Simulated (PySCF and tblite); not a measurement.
Results of a calculation; reference values are marked as such.
2 diastereomers of C₅H₇FO₂, numbered alike:

| isomer | SMILES | descriptors (one enantiomer) |
| --- | --- | --- |
| A | [CH3:1][O:2][C@@H:3]1[CH:4]=[CH:5][O:6][C@@H:7]1[F:8] | 3R, 7R |
| B | [CH3:1][O:2][C@H:3]1[CH:4]=[CH:5][O:6][C@@H:7]1[F:8] | 3S, 7R |

Protocol: conformer search, at most 4 conformers an isomer, PBE0-D3(BJ)/def2-SVP geometries, energies CAM-B3LYP/def2-TZVP (IEF-PCM, chloroform) (D3(BJ) added where defined), weights at 298.15 K with GFN2-xTB thermal terms. Programs: PySCF with density fitting and tblite.

Equilibrium rotational constants and dipole components of each isomer's leading conformer, in random order:

```json
{"set": "P", "A (MHz)": "3751", "B (MHz)": "1860", "C (MHz)": "1386", "abs μa": "0.48", "abs μb": "1.37", "abs μc (D)": "2.41"}
{"set": "Q", "A (MHz)": "3267", "B (MHz)": "1806", "C (MHz)": "1360", "abs μa": "1.52", "abs μb": "0.49", "abs μc (D)": "0.44"}
```

Problem. Match sets and isomers.

Solution. P is A (C1), Q is B (C1).

The whole study took 19 min on 1 thread of Intel Xeon, on a host shared with other jobs (rough), peak memory 1.4 GiB, launched as `OMP_NUM_THREADS=1 python ens_run.py task.json out`.
